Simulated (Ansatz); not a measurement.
Ideal-gas functions of C2H3NTe (`[TeH]C1=NC1`) at 298.15 K and 1 bar, from an Ansatz frequency run at PBE0-D4/def2-TZVP.

Molar mass 168.65 g/mol, point group Cs (symmetry number 1), electronic degeneracy 1, moments of inertia 21.53, 264.309, 282.409 u Å². Harmonic wavenumbers (cm⁻¹, unscaled): 177, 244, 327, 363, 696, 811, 979, 1035, 1114, 1266, 1505, 1767, 2167, 3104, 3193.

Use S(trans) = R[1.5 ln M + 2.5 ln T − 1.1517]; rotational temperatures θ = 24.2544 K / I; S(rot) = R[ln(√π/σ · √(T³/θAθBθC)) + 1.5]; for each mode x = 1.438777 ν̃/T, S = R[x/(eˣ − 1) − ln(1 − e⁻ˣ)] and H = RT x/(eˣ − 1); 1 cm⁻¹ = 0.0119627 kJ/mol; R = 8.31446 J/(mol·K).

Question: By hand: the entropy, in J/(mol·K).

Answer: Translation 172.8. Rotation: θ = 1.1265, 0.0918, 0.0859 K, giving 107.9. Vibration, mode by mode: 9.87, 7.42, 5.33, 4.64, 1.30, 0.83, 0.43, 0.34, 0.25, 0.13, 0.05, 0.02, 0.00, 0.00, 0.00, in all 30.6. Electronic 0.0. Sum 311.3 J/(mol·K).

Question: By hand: H − E and G − E in kJ/mol, counted from the electronic energy.

Answer: Zero-point energy ½ × 18748 × 0.0119627 = 112.1; thermal vibration 5.6; translation, rotation and pV give 4 RT = 9.9. H − E = 127.6 kJ/mol, and G − E = 127.6 − 298.15 × 311.3/1000 = 34.8 kJ/mol.

Vibration gives 10 % of the entropy.
